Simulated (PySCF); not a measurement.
Sn³⁺ (tin, charge +3) across methods

[Kr] 4d10 5s1, 2S determinant. Calculation: PySCF 2.14, in aug-cc-pVQZ-PP with ECP28MDF; scalar relativity through the core potential.

| method | E (hartree) | mean ε 4d α (eV) | mean ε 4d β (eV) | mean ε 5s α (eV) | Σ⟨r²⟩ (bohr²) | ⟨S²⟩ |
| --- | --- | --- | --- | --- | --- | --- |
| wB97X-V | -212.3284 | -60.206 | -59.974 | -39.683 | 25.58 | 0.750 |
| wB97M-V | -212.3003 | -60.309 | -60.039 | -39.543 | 25.58 | 0.750 |
| PBE | -212.3292 | -55.025 | -54.700 | -36.607 | 25.62 | 0.750 |
| LDA | -211.9599 | -55.150 | -54.852 | -37.062 | 25.67 | 0.750 |
| M06-2X | -212.2957 | -60.600 | -60.349 | -38.234 | 25.64 | 0.750 |
| PBE0 | -212.3490 | -57.796 | -57.486 | -37.507 | 25.58 | 0.750 |
| r2SCAN | -212.4110 | -55.682 | -55.319 | -36.848 | 25.51 | 0.751 |

Q: Estimate the same row for UHF.

A: E (hartree) = -211.53480; mean ε 4d α (eV) = -64.891; mean ε 4d β (eV) = -64.625; mean ε 5s α (eV) = -39.472; Σ⟨r²⟩ (bohr²) = 25.66; ⟨S²⟩ = 0.751.

Energies and moments cover only the electrons outside the core potential.
